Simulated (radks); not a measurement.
The numbers below are computed, except where a source is named.
Question: Neutral thulium: order these configurations by energy. Level of theory: Dirac Kohn-Sham, BLYP, spin-unpolarised, spherical densities, finite nucleus; Fermi nuclear charge, rms radius of each element as measured or else 0.836 A^(1/3) + 0.57 fm (a radial shooting solver on a logarithmic mesh with Libxc functionals). Sub-shells are occupied by j as written (lower j first in brackets). [Xe] 4f(5/2: 5, 7/2: 7) 5d(3/2: 1, 5/2: 0) 6s2; [Xe] 4f(5/2: 5, 7/2: 7) 6s2 6p(1/2: 1, 3/2: 0); [Xe] 4f(5/2: 6, 7/2: 6) 5d(3/2: 1, 5/2: 0) 6s2; [Xe] 4f(5/2: 6, 7/2: 6) 6s2 6p(1/2: 1, 3/2: 0); [Xe] 4f(5/2: 6, 7/2: 7) 6s2.

Answer: From the lowest, in eV above it: [Xe] 4f(5/2: 6, 7/2: 7) 6s2 0.000; [Xe] 4f(5/2: 6, 7/2: 6) 5d(3/2: 1, 5/2: 0) 6s2 3.984; [Xe] 4f(5/2: 6, 7/2: 6) 6s2 6p(1/2: 1, 3/2: 0) 5.129; [Xe] 4f(5/2: 5, 7/2: 7) 5d(3/2: 1, 5/2: 0) 6s2 5.251; [Xe] 4f(5/2: 5, 7/2: 7) 6s2 6p(1/2: 1, 3/2: 0) 6.398.
